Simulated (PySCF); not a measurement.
**Trend along the fifth-period p block: MTe molecules**

CCSD(T) with double-zeta basis sets in PySCF, for the lowest determinant that a PBE0 search found; no spin–orbit coupling. De refers to high-spin ground-configuration atoms.

```tsv
M	basis	reference, frozen orbitals	state (unpaired electrons)	Re (Å)	ωe (cm⁻¹)	De (eV)
Sn	def2-SVP	RHF, 8	singlet (closed shell)	2.572	253	3.61
Sb	cc-pVDZ-PP	UHF, 8	doublet (π ↑)	2.598	239	1.98
Te	def2-SVP	UHF, 8	triplet (π ↑↑)	2.606	245	2.34
I	cc-pVDZ-PP	UHF, 8	doublet (π ↑)	2.726	202	1.56
```

The shortest bond is that of SnTe (2.572 Å), the longest that of TeI (2.726 Å). SnTe is bound most strongly (3.61 eV) and TeI least (1.56 eV).

The rows differ in basis set, which adds steps of its own.

The state changes along the series, so neighbouring rows are not always alike in their bonding.

Correlated steps freeze 8 core orbitals. Correlated levels converge slowly with the basis: in double zeta they bind strong bonds too weakly, by up to about 1 eV, and carry superposition errors of some tenths. These are scalar-relativistic numbers at best; spin–orbit coupling would shift them, the dissociation energy most. Where the molecule has an RHF reference, its open-shell atoms are computed with UHF. The CCSD T1 diagnostic is raised in SnTe, a sign that a single reference may not be enough there. States were picked by a PBE0 search and need not be the measured ground states.
